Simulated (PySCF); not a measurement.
**Field gradients at the hydrogen positions**

Species: CH7N2OPSi2.
Numbering: `[O:1]=[CH:2][N:3]1[SiH2:4][NH:5][Si@H:6]1[PH2:7]` (hydrogens: H8 on C2; H9, H10 on Si4; H11 on N5; H12 on Si6; H13, H14 on P7)

Cartesian coordinates in Å at the GFN2-xTB level; atoms count from 1:
```
atom  x, y, z in Å
O1     0.7769    2.4482    0.2980
C2    -0.2893    1.8944    0.4463
N3    -0.4211    0.5898    0.6616
Si4   -1.7339   -0.5793    0.7341
N5    -0.4243   -1.7120    0.7472
Si6    0.9147   -0.5799    0.6938
P7     2.1859   -0.6934   -1.1350
H8    -1.2511    2.4430    0.4065
H9    -2.5340   -0.5672   -0.4838
H10   -2.4685   -0.4679    1.9862
H11   -0.4224   -2.7149    0.7709
H12    1.6224   -0.4798    1.9666
H13    2.8023    0.5162   -0.8729
H14    1.2418   -0.0976   -1.9617
```

Level: PBE0/pcSseg-1 (PySCF, non-relativistic); Q(2H) = 0.00286 b; rigid geometry, the same for H and D, with no vibrational averaging.

Task: Rank these positions by the coupling χzz of a deuteron there, largest first.
A. H10 (Si–H hydrogen)
B. H11 (N–H hydrogen)
C. H14 (P–H hydrogen)
D. H8 (formyl hydrogen)

Result: B (300 kHz), D (182 kHz), C (140 kHz), A (110 kHz).

Task: Give the electric field gradient Vzz (the principal value of largest size), its asymmetry and the 2H coupling at each hydrogen.

Result: 
| atom | bonded to | bond length (Å) | Vzz (au) | η | χzz (kHz) |
| --- | --- | --- | --- | --- | --- |
| H8 | C2 | 1.108 | 0.2715 | 0.05 | 182 |
| H9 | Si4 | 1.457 | 0.1623 | 0.02 | 109 |
| H10 | Si4 | 1.456 | 0.1634 | 0.02 | 110 |
| H11 | N5 | 1.003 | 0.4462 | 0.13 | 300 |
| H12 | Si6 | 1.460 | 0.1621 | 0.01 | 109 |
| H13 | P7 | 1.383 | 0.2118 | 0.09 | 142 |
| H14 | P7 | 1.389 | 0.2077 | 0.07 | 140 |

Task: Average by the element that carries the hydrogen.

Result: on C: 182 kHz over 1 position, mean bond length 1.108 Å; on Si: 109 kHz over 3 positions, mean bond length 1.458 Å; on N: 300 kHz over 1 position, mean bond length 1.003 Å; on P: 141 kHz over 2 positions, mean bond length 1.386 Å.

One conformer (not necessarily the lowest) at the GFN2-xTB geometry, without solvent, vibrations or thermal averaging. GFN2-xTB bond lengths can be off by several hundredths of an ångström, more for odd bonds, and the gradients follow them. A larger basis could move these couplings by a tenth or more.
